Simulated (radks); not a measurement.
Species: Ir2+. Configuration: [Xe] 4f14 5d6.75 6p0.25 (fractional occupations, a model configuration). All-electron calculation, Dirac Kohn-Sham, PBE, spin-unpolarised, spherical densities, finite nucleus; open shells fill j = l - 1/2 first; Fermi nuclear charge, rms radius 5.4032 fm. Program: a radial shooting solver on a logarithmic mesh with Libxc functionals.

Radial electron density D(r) = 4 pi r^2 rho(r):

```
   r/bohr * D(r) (the largest magnitude, 142, reaches the edge; | marks zero)
 0.001915 |        *
 0.002595 |             *
 0.003545 |                   *
 0.004805 |                          *
 0.006564 |                                  *
 0.008897 |                                        *
  0.01215 |                                          *
  0.01647 |                                        *
  0.02232 |                                     *
   0.0305 |                                        *
  0.04133 |                                                  *
  0.05647 |                                                      *
  0.07653 |                                              *
   0.1046 |                                           *
   0.1417 |                                                  *
   0.1936 |                                         *
   0.2623 |                           *
   0.3584 |                               *
   0.4857 |                          *
   0.6636 |             *
   0.8994 |       *
    1.229 |    *
    1.665 | *
    2.275 |*
    3.083 *
    4.212 *
    5.708 *
    7.798 *
```

D(r) has 4 maxima, at r = 0.0119, 0.0538, 0.149, 0.391 bohr, and minima at 0.0232, 0.0965, 0.277 bohr, inside which lie 2.03, 11.11, 30.01 electrons.
